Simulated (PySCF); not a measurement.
Frontier levels across methods

Species: C3H8AlN.
Geometry (PBE0-D3(BJ)/def2-SVP, Å), atoms numbered from 1 in this order:
```
atom  x, y, z in Å
C1     2.7682    0.2563    0.4952
C2     1.4312    0.1934    0.6080
Al3    0.3346   -0.1432   -0.9629
N4    -1.4379   -0.2389   -0.8444
C5    -2.2852   -0.0912    0.3142
H6     3.2774    0.1226   -0.4686
H7     3.4316    0.4439    1.3498
H8     1.0212    0.3416    1.6173
H9     0.9955   -0.3412   -2.3936
H10   -1.9759   -0.4188   -1.6875
H11   -2.9902    0.7569    0.2265
H12   -1.6758    0.0961    1.2125
H13   -2.8889   -0.9943    0.5233
```

Basis pcSseg-2 throughout (PySCF), one geometry. Geometry: PBE0-D3(BJ)/def2-SVP, one conformer, isolated molecule.

Q: How do the orbital energies, the gap and the dipole change with the method?

A: 
```tsv
method	kind	HOMO (eV)	LUMO (eV)	gap (eV)	μ (D)	SCF cycles
BLYP	GGA	-5.37	-1.66	3.72	1.04	16
OPBE	GGA	-5.41	-1.63	3.78	0.93	16
B97-D	GGA	-5.48	-1.69	3.79	1.01	16
PBE	GGA	-5.49	-1.80	3.69	1.03	16
KT3	GGA	-5.54	-1.72	3.82	0.92	15
KT2	GGA	-5.58	-1.82	3.76	0.97	16
BP86	GGA	-5.60	-1.88	3.73	1.03	15
LDA	LDA	-5.64	-2.02	3.62	1.08	15
B97-2	global hybrid	-6.48	-0.95	5.53	0.87	14
B3LYP	global hybrid	-6.53	-1.14	5.39	0.91	14
PBE0	global hybrid	-6.74	-0.94	5.80	0.87	13
mPW1PW91	global hybrid	-6.77	-0.94	5.82	0.87	13
BHandHLYP	global hybrid	-7.94	-0.05	7.88	0.78	12
CAM-B3LYP	range-separated hybrid	-8.13	0.06	8.19	0.86	12
wB97X-D	range-separated hybrid	-8.61	0.75	9.36	0.85	13
LC-wPBE	range-separated hybrid	-9.50	1.11	10.61	0.81	12
HF	Hartree–Fock	-9.82	1.86	11.68	0.65	10
```

The HOMO spans 4.44 eV, from BLYP down to HF, and the gap runs from 3.62 eV (LDA) to 11.68 eV (HF). Over the methods BLYP (0 %), OPBE (0 %), B97-D (0 %), PBE (0 %), KT3 (0 %), KT2 (0 %), BP86 (0 %), LDA (0 %), B97-2 (21 %), B3LYP (20 %), PBE0 (25 %), mPW1PW91 (25 %), BHandHLYP (50 %), HF (100 %), a straight line through the gap against the share of exact exchange rises by 0.80 eV for each 10 % (correlation coefficient 0.999). The dipole ranges from 0.65 D (HF) to 1.08 D (LDA). This basis has no diffuse functions.
